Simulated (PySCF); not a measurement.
**Working out the ionisation energy of V**

V [Ar] 3d3 4s2 (4F) → V⁺ [Ar] 3d4 (5D). All numbers are calculated (PySCF 2.14, the non-relativistic Hamiltonian (point nucleus), in cc-pVDZ). Frozen: [Ar]. Energies in hartree (1 hartree = 27.21139 eV):

```tsv
part	V (lower)	V⁺ (upper)
UHF	-942.889635	-942.672782
MP2 opposite-spin	-0.028554	0.000000
MP2 same-spin	-0.020333	-0.037532
```

**Question.** What does Hartree-Fock give?

**Answer.** (-942.672782) − (-942.889635) = 0.216853 hartree = 5.901 eV.

**Question.** What do MP2 and SCS-MP2 (6/5 opposite-spin, 1/3 same-spin) give?

**Answer.** The opposite-spin parts differ by 0.777 eV and the same-spin parts by -0.468 eV. MP2: 5.901 + (0.777) + (-0.468) = 6.210 eV. SCS-MP2: 5.901 + 1.2 × (0.777) + (-0.468)/3 = 6.677 eV.

Measured between the centres of the two terms (NIST): 6.732 eV, so MP2 (valence) is off by -0.522 eV.

The calculation is non-relativistic.

A double-zeta basis recovers only part of the correlation energy.

What remains against the reference includes basis incompleteness, the frozen core and correlation beyond second order.
